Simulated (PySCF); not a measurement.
Compound: C₂HF₃Se.
Bonds: F1–C2, C2–F3, C2–F4, C2–C5, C5–Se6 (double). Hydrogens: H7 on C5.

Method: PBE0-D3(BJ)/def2-SVP geometry optimisation, gas phase (PySCF); density fitting, grid level 1; the optimiser is geomeTRIC in internal coordinates, started from a GFN2-xTB structure with every atom displaced at random (about 0.01 Å).

Step 0: E = -75556.0642 eV
```
atom  x, y, z in Å  |  force x, y, z in eV/Å
F1     -1.2163   -0.1195    1.1404    0.209   0.024  -0.210
C2     -0.6214    0.0767   -0.0478   -0.577   0.819   0.066
F3     -0.8510    1.3445   -0.4191    0.159  -0.492   0.331
F4     -1.2267   -0.6973   -0.9321   -0.212  -0.507  -0.339
C5      0.8343   -0.2656    0.0317    0.251   0.995   0.150
Se6     2.0775    0.9575    0.0654    0.065  -0.275  -0.026
H7      1.0376   -1.3253    0.1115    0.105  -0.565   0.028
```

**Question.** Estimate the geometry and energy of step 1. (The exact step hangs on the optimiser's Hessian estimate; all steps are aligned on step 0, rigid shifts and turns removed.)

**Answer.** E = -75556.0844 eV, largest force 0.828 eV/Å
```
atom  x, y, z in Å  |  force x, y, z in eV/Å
F1     -1.2045   -0.2109    1.1082    0.066   0.211  -0.243
C2     -0.6337    0.1119   -0.0709   -0.145  -0.718   0.387
F3     -0.9276    1.3641   -0.3454    0.104  -0.052  -0.108
F4     -1.1902   -0.6937   -0.9933    0.136   0.428   0.056
C5      0.8390   -0.2112    0.0405   -0.171  -0.151   0.063
Se6     2.1693    0.8985   -0.0274   -0.007   0.134  -0.073
H7      0.9817   -1.2877    0.2383    0.017   0.149  -0.082
```

The energy changes by -0.0202 eV. The first-order estimate −F·Δx gives -0.1126 eV and the mean of the old and new forces, exact on a quadratic surface, -0.0199 eV. The step makes an angle of 77° with the force vector and moves no atom by more than 0.144 Å.

What follows is the cost of the whole optimisation. Hardware: an Arm Neoverse V2 with one thread, no GPU, shared host with 32 logical CPUs at a one-minute load of 22. Cost: 38 s wall, 0.44 GiB resident at most.
